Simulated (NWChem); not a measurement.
Species: C$_{8}$H$_{5}$FO; SMILES Fc1cccc2ccoc12

```xyz
15

F      1.9338    -1.6251     0.0000
C      0.6912    -1.1582     0.0000
C     -0.3972    -2.0144     0.0000
C     -1.7070    -1.5016     0.0000
C     -1.9552    -0.1359     0.0000
C     -0.8553     0.7371     0.0000
C     -0.6700     2.1660     0.0000
C      0.6725     2.3662     0.0000
O      1.3677     1.2017     0.0000
C      0.4488     0.2138     0.0000
H     -0.2110    -3.0901     0.0000
H     -2.5435    -2.2040     0.0000
H     -2.9766     0.2492     0.0000
H     -1.4383     2.9357     0.0000
H      1.2769     3.2703     0.0000
```
Atoms are numbered in this order, from 1.

Computed with NWChem. The geometry was optimised at PBE0/def2-SVP. No frequency run checked for a minimum. Level: PBE/def2-SVP with SMD (1 M gas to 1 M solution), gas-phase geometry.

Q: What does the run give for solvent chloroform? Quantities: solvation free energy (kcal/mol); cavity-dispersion-structure term (kcal/mol); dipole in solution (D).

A: 
```
Quantity                                     Result
-------------------------------------------  ------
solvation free energy (kcal/mol)               -5.7
cavity-dispersion-structure term (kcal/mol)    -2.3
dipole in solution (D)                         2.07
```
